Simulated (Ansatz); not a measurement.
Question: Name a neutral molecule of Br, Ga with HOMO energy (PBE/def2-TZVPP) between -7.60 and -7.30 eV and zero-point energy (PBE0-D4/def2-TZVP) between -5 and 11 kJ/mol (Ansatz, PBE0-D4/def2-TZVP geometry).

Answer: `[Br][Ga]([Br])[Br]` (-7.41 eV, 7.2 kJ/mol). Other molecules can fit too; these were computed, each in one conformer that needn't be the lowest.
